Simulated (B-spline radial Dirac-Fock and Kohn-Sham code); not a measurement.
**Subshell cross sections of Al⁵⁺, photon energy 1330 eV**

System: aluminum as Al⁵⁺ in the configuration [He] 2s2 2p4.

Model: Dirac-Hartree-Slater photoionisation with all multipoles and Dirac-Fock thresholds. Program: a radial atomic solver. The asymmetry parameter β is from the dipole term alone. Kinetic energies are from the vacuum level. Open shells are spread statistically over j, without multiplet splitting.

The last column is dσ/dΩ = σ/(4π) · [1 + β P₂(cos θ)] at θ = 0° from the polarisation vector of linearly polarised light.

```csv
subshell,electrons,binding (eV),kinetic (eV),σ (kb),β,dσ/dΩ (kb/sr)
L1 (2s),2,232.5,1097.5,?,?,?
L2 (2p1/2),1.33,194.6,1135.4,2.86,1.01,0.459
L3 (2p3/2),2.67,194.0,1136.0,5.63,1.02,0.903
```

Q: What are σ and β for L1 (2s)?

A: σ = 15.3 kb, the largest of all subshells and 64 % of the total, and β = 2.00, which gives dσ/dΩ = 3.65 kb/sr.

Run: 2.4 s of CPU time on 1 thread of Neoverse-N1 (shared host), peak memory 0.28 GiB.

Values without a named source are computed, but for edge energies of neutral atoms, which are taken from tables.
